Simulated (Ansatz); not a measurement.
Ansatz (a program for electronic structure) input:

Ansatz 0.2 input:
```yaml
crystal:
  periodic: [false, false, false]
  atoms:
    - {symbol: Ge, position_ang: [-0.00000000, -0.00000000, -0.34085052]}
    - {symbol: O, position_ang: [0.00000000, 0.00000000, 1.36340210]}
basis:
  gaussian:
    orbitals: def2-TZVPD
hamiltonian:
  xc: {name: B2GP-PLYP}
total_charge: -1
magnetization: {spin_polarized: true, initial_magnetization: 1}
correlation: {electrons: outside_noble_gas}
```

Problem. Which total energy does the run end on?

Solution. -2151.65350 Eh (B2GP-PLYP/def2-TZVPD). The basis has 94 functions.
